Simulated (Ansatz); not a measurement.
Reaction (formal exchange of groups at the Si–C bond): `O[SiH](O)[CH2][GeH3]` + `BrCBr` → `O[SiH](O)Br` + `[GeH3][CH2]CBr`

Computed with Ansatz on PBE0-D4/def2-TZVP structures; ΔE is electronic, products minus reactants. CBS: MP2 limit from def2 TZ/QZ plus the TZ coupled-cluster correction, frozen cores. DFT in def2-TZVPP. For Br, Ge outer-core shells are correlated without core-valence functions, which leaves a few kJ/mol of doubt a bond. Scalar relativity is left out up to krypton. Each species was taken in one conformer, which may not be the lowest.

| level | ΔE (eV) |
| --- | --- |
| B2PLYP | -1.29 |
| SCS-MP2/def2-QZVPP | -1.29 |

Task: What does CCSD(T)/CBS give? (An estimate is asked.)

Result: Computed: -1.31 eV. The listed levels differ from it by 0.02, 0.02 eV.

Largest T1 diagnostic among the species: 0.011.

In def2-TZVPP, CCSD(T) changes the Hartree–Fock value by +0.18 eV (the triples alone add +0.02 eV) and MP2 by +0.15 eV. From PBE to PBE0 (25 % exact exchange), in def2-TZVPP and without D4, ΔE moves by −0.06 eV.
